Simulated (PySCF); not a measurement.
C2H8BClSi, SMILES CB(C)[SiH2]Cl.

Geometry optimised at PBE0-D3(BJ)/def2-SVP. The structure was generated by enumeration, and PubChem lists no compound with its InChIKey, so it may never have been made. The values are those of a single conformer.

These are TDA-PBE/def2-SVPD (PySCF 2.14.0) values and carry that method's errors.

Vertical excitations. 

```
state  energy (eV)  λ (nm)      f                                              main pairs
-----  -----------  ------  -----  ------------------------------------------------------
S1            4.23     293  0.005                                          HOMO→LUMO 98 %
S2            4.87     255  0.010                                        HOMO−1→LUMO 98 %
S3            5.44     228  0.001                                        HOMO−2→LUMO 98 %
S4            5.58     222  0.002                                        HOMO−3→LUMO 99 %
S5            5.83     213  0.018                                        HOMO→LUMO+1 99 %
S6            6.14     202  0.017                                        HOMO→LUMO+2 99 %
S7            6.61     188  0.013                    HOMO−1→LUMO+1 82 %, HOMO−4→LUMO 15 %
S8            6.64     187  0.033  HOMO−4→LUMO 66 %, HOMO−1→LUMO+1 17 %, HOMO−5→LUMO 11 %
S9            6.73     184  0.012                                        HOMO−5→LUMO 85 %
S10           6.94     179  0.001                                      HOMO−1→LUMO+2 99 %
T1            3.49     355      0                                          HOMO→LUMO 99 %
T2            4.67     265      0                                        HOMO−1→LUMO 99 %
T3            5.10     243      0                                        HOMO−3→LUMO 93 %
T4            5.30     234      0                                        HOMO−2→LUMO 93 %
```
Triplets are in the Tamm–Dancoff approximation.
